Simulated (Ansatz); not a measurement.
Consider the formal exchange of groups at the Si–O bond: `CO[SiH](N)[SiH3]` + `CC#CNC` → `CN[SiH](N)[SiH3]` + `CC#COC`.

Calculated with Ansatz (gas phase, PBE0-D4/def2-TZVP geometries, no zero-point term in ΔE). CCSD(T)/CBS adds triple-zeta CCSD(T) − MP2 to the extrapolated MP2 energy (def2 sets, frozen cores). Functionals use def2-TZVPP. Each species was taken in one conformer, which may not be the lowest.

```csv
level,ΔE (kcal/mol)
r2SCAN-D4,20.0
PBE0-D4,19.4
ωB97X-V,19.8
B2PLYP,20.2
PBE0,19.3
CCSD/def2-TZVPP,19.9
MP2/def2-QZVPP,20.7
MP2/CBS(def2),20.8
```

Task: What does CCSD(T)/CBS give? (An estimate is asked.)

Result: Ansatz gave: +20.0 kcal/mol. The listed levels differ from it by 0.0, -0.6, -0.2, 0.2, -0.7, -0.1, 0.7, 0.8 kcal/mol.

Largest T1 diagnostic among the species: 0.012.
